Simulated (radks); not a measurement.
Trend from N+ to Bi+: ionisation energy by Delta-SCF between NIST ground configurations, and size. All-electron calculation, Dirac Kohn-Sham, PBE, spin-unpolarised, spherical densities, finite nucleus; open shells fill j = l - 1/2 first; Fermi nuclear charge, rms radius of each element as measured or else 0.836 A^(1/3) + 0.57 fm. Program: a radial shooting solver on a logarithmic mesh with Libxc functionals.

[
 {"species": "N+", "configuration": "[He] 2s2 2p2", "IE (eV)": "28.866", "NIST (eV)": "29.601", "kind": "semi-emp."},
 {"species": "P+", "configuration": "[Ne] 3s2 3p2", "IE (eV)": "19.182", "NIST (eV)": "19.769", "kind": "semi-emp."},
 {"species": "As+", "configuration": "[Ar] 3d10 4s2 4p2", "IE (eV)": "18.100", "NIST (eV)": "18.589", "kind": "exp."},
 {"species": "Sb+", "configuration": "[Kr] 4d10 5s2 5p2", "IE (eV)": "16.385", "NIST (eV)": "16.63", "kind": "exp."},
 {"species": "Bi+", "configuration": "[Hg] 6p2", "IE (eV)": "16.656", "NIST (eV)": "16.703", "kind": "exp."}
]

Reference values: NIST Atomic Spectra Database (exp. = measured, semi-emp. = semi-empirical, theory = theoretical value adopted there). Spin polarisation and multiplet splitting are left out, so open shells lie too high by an amount that depends on their filling.

Beside tabulated values, note that spin-unpolarised runs miss the spin-polarisation part of the exchange energy of open shells.
